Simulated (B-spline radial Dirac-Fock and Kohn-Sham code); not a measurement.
# Levels of muonic ¹²¹Cs

Nucleus: ¹²¹Cs, Fermi distribution (skin thickness 2.3 fm), rms radius 4.7769 fm (measured, Angeli and Marinova 2013).

These are calculated numbers from a radial atomic solver; the model is the Dirac equation of a negative muon with reduced mass in the field of a spherical finite nucleus, with the Uehling potential to all orders; nuclear polarisation, deformation, hyperfine structure, self-energy, higher-order vacuum polarisation, relativistic recoil and electron screening are left out.

```
level  binding (keV)  point nucleus, no QED (keV)  vacuum polarisation (keV)  ⟨r⟩ (fm)
1s1/2           6052                         8875                     41.098       9.7
2s1/2           1819                         2243                      9.344      32.5
2p1/2           2199                         2243                     13.240      22.3
2p3/2           2137                         2147                     12.259      23.2
3s1/2          855.3                        985.9                      3.275      69.3
3p1/2          970.6                        985.9                      4.182      56.5
3p3/2          953.5                        957.6                      3.951      57.6
3d3/2          961.0                        957.6                      3.501      47.7
3d5/2          952.3                        948.9                      3.386      48.4
```

Q: By how much does the finite nuclear size lower the 1s binding energy?

A: By 2864 keV, 32.27 % of the point-nucleus value (point value plus vacuum polarisation less the binding energy). The 1s orbit has ⟨r⟩ = 9.7 fm.
